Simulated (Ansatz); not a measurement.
Start from `O[SiH](Cl)[SiH2][SiH3]` and change one element to get `O[SiH](F)[SiH2][SiH3]`.

Ansatz, PBE0-D4/def2-TZVP geometries, multiplicity 1. Each molecule was computed in one conformer, which needn't be the lowest.

```csv
property,`O[SiH](Cl)[SiH2][SiH3]`
HOMO energy (PBE0/def2-TZVPP) / eV,-7.86
HOMO–LUMO gap (PBE/def2-TZVPP) / eV,5.26
HOMO energy (PBE/def2-TZVPP) / eV,-6.70
LUMO energy (PBE0/def2-TZVPP) / eV,-0.62
LUMO energy (PBE/def2-TZVPP) / eV,-1.44
size of the dipole moment (ωB97M-V/def2-TZVPP) / D,1.55
```

Give the same properties after the change, and the shifts. (An estimate is asked.)

Ansatz gave: 
```
                                          property  `O[SiH](F)[SiH2][SiH3]`  shift
                HOMO energy (PBE0/def2-TZVPP) / eV                    -7.93  -0.07
               HOMO–LUMO gap (PBE/def2-TZVPP) / eV                     5.43   0.17
                 HOMO energy (PBE/def2-TZVPP) / eV                    -6.76  -0.06
                LUMO energy (PBE0/def2-TZVPP) / eV                    -0.52   0.10
                 LUMO energy (PBE/def2-TZVPP) / eV                    -1.33   0.11
size of the dipole moment (ωB97M-V/def2-TZVPP) / D                     1.60   0.05
```

With PBE0 the HOMO falls by 0.07 eV and the LUMO rises by 0.10 eV, so the gap widens by about 0.17 eV. PBE moves the HOMO by -0.06 eV and ωB97M-V by -0.08 eV. Dipoles are sizes alone; their direction can turn.

Positive LUMOs are unbound, so they and the gaps depend on the basis.
